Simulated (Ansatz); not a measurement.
Calculated with Ansatz (gas phase, PBE0-D4/def2-TZVP geometries, no zero-point term in ΔE). CCSD(T)/CBS adds triple-zeta CCSD(T) − MP2 to the extrapolated MP2 energy (def2 sets, frozen cores). Functionals use def2-TZVPP. B3LYP here is the variant with VWN-RPA as its local correlation; programs differ in this. For As outer-core shells are correlated without core-valence functions, which leaves a few kJ/mol of doubt a bond. Scalar relativity is left out up to krypton. Each species was taken in one conformer, which may not be the lowest.

Reaction (redistribution): `CO[AsH][SiH3]` + `CC[Si]N` → `CC[AsH][SiH3]` + `CO[Si]N`

Is it downhill or uphill in electronic energy at CCSD(T)/CBS, and by how much? (An estimate is asked.)

Computed: Downhill: ΔE = -1.60 eV.

What do these levels give: LDA (SPW92), PBE-D4, B3LYP-D4, r2SCANh-D4, r2SCAN0-D4, ωB97M-V, B2PLYP, BLYP, B3LYP, HF/def2-SVP, CCSD/def2-SVP, CCSD/CBS(def2)? (Best estimate.)

Computed: LDA (SPW92) -1.51, PBE-D4 -1.46, B3LYP-D4 -1.52, r2SCANh-D4 -1.58, r2SCAN0-D4 -1.61, ωB97M-V -1.56, B2PLYP -1.57, BLYP -1.47, B3LYP -1.53, HF/def2-SVP -1.60, CCSD/def2-SVP -1.54, CCSD/CBS(def2) -1.61 eV.

Largest T1 diagnostic among the species: 0.013.

From r2SCAN to r2SCAN0 (25 % exact exchange), in def2-TZVPP and without D4, ΔE moves by −0.05 eV. Leaving LDA and LC-ωPBE aside and taking each functional with its dispersion term where it has one, the values, not all of them listed here, spread over 0.19 eV, from PBE-QIDH to revPBE-D4. LDA lies −0.05 eV from PBE without D4.
